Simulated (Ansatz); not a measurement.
Relative stability

Two relaxed structures of CH5GaO, singlet (PBE0-D4/def2-TZVP; forces vanish, vibrations not checked).

A:

```
8
angstrom
C -0.0376 1.0044 -0.5630
Ga -0.1683 -0.8989 -0.1019
O 0.2896 -1.4306 1.5492
H 0.7457 1.1533 -1.3110
H 0.1960 1.6204 0.3067
H -0.9744 1.3570 -1.0006
H -0.6283 -2.0859 -1.0044
H 0.5773 -0.7196 2.1251
```

B:

```xyz
8
angstrom
C 0.0644 1.3715 -0.4576
Ga -0.2178 -1.8657 0.0604
O 0.2870 -1.7892 1.6194
H 0.7081 0.9519 -1.2324
H 0.2249 2.4486 -0.4152
H -0.9820 1.1830 -0.7035
H -0.6902 -1.9712 -1.3842
H 0.3090 0.9368 0.5131
```

Program: Ansatz 0.2.0. Basis: def2-TZVPP. Cores are frozen in the correlated methods. Filled d shells of the heavier atoms are correlated. The def2 sets are not built for correlating such inner shells, so the correlated values are less sure here. B3LYP uses VWN-RPA correlation.

Task: Which structure is lower at CCSD(T), and by how much? (To be estimated.)

Result: The calculation gives: A, by 167.6 kJ/mol (electronic energy, against the other). By their contacts, A is CH₅GaO ([CH3][GaH][OH]) and B is a complex of GaHO ([O][GaH]) + CH₄.

All methods give the same order:

| method | E(B) − E(A) (kJ/mol) |
| --- | --- |
| PBE-D4 | 144.5 |
| r2SCAN-D4 | 163.1 |
| PBE0-D4 | 178.5 |
| B3LYP-D4 | 158.5 |
| wB97M-V | 180.3 |
| HF | 221.4 |
| MP2 | 156.0 |
| CCSD | 182.7 |
| CCSD(T) | 167.6 |

T1 diagnostic: at most 0.024.

Labels in which every atom is bracketed show which atoms are joined, not bond orders.

For scale, one of the runs: CCSD(T)/def2-TZVPP, 180 basis functions, launched by `ansatz run in.yaml --threads 2 --pin off --events-out ev --progress --plain --max-ram 4352MiB`. Time: 64 s of wall clock on 2 CPU threads of an Intel Xeon Platinum 8259CL; the host was shared. Peak host memory: 1.8 GiB.
